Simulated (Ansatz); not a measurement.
(FInO)3 ring (In3O3F3). Total charge 0; triplet. Geometry r2SCAN-D4/def2-SVP, that of the neutral singlet; atoms count from 1.

```xyz
9

In   -0.145   -1.972   -0.313
F    -0.296   -3.887   -0.614
O    -0.814   -0.685   -1.689
In   -0.683    1.285   -1.375
F    -1.358    2.533   -2.705
O     0.142    1.966    0.314
In    0.830    0.687    1.688
F     1.646    1.355    3.322
O     0.678   -1.281    1.372
```

In the def2 sets In takes a core potential; there is no spin–orbit coupling. At PBE0-D4/def2-TZVP a singlet of charge 0 lies 3.29 eV below the triplet at the same geometry.

Problem. Estimate the Mulliken populations from the PBE0/def2-TZVP orbitals of Ansatz.

Solution. 
```tsv
atom	charge (e)	spin (α − β)
In1	0.99	0.18
F2	-0.46	0.03
O3	-0.43	0.56
In4	0.87	0.31
F5	-0.46	0.04
O6	-0.43	0.57
In7	0.99	0.18
F8	-0.46	0.03
O9	-0.60	0.10
```
Mulliken values depend strongly on the basis.

Problem. Where does the spin sit?

Solution. Summed by element: In 0.67, F 0.10, O 1.23, of 2 unpaired in all. Largest on single atoms: O6 0.57, O3 0.56, In4 0.31.

Problem. And the Mayer bond orders between heavy atoms (over 0.3)?

Solution. In1–F2 0.85 (1.95 Å); In1–O3 0.72 (2.00 Å); In1–O9 0.91 (2.00 Å); O3–In4 0.71 (2.00 Å); In4–F5 0.83 (1.95 Å); In4–O6 0.71 (2.00 Å); O6–In7 0.71 (2.00 Å); In7–F8 0.85 (1.95 Å); In7–O9 0.91 (2.00 Å).
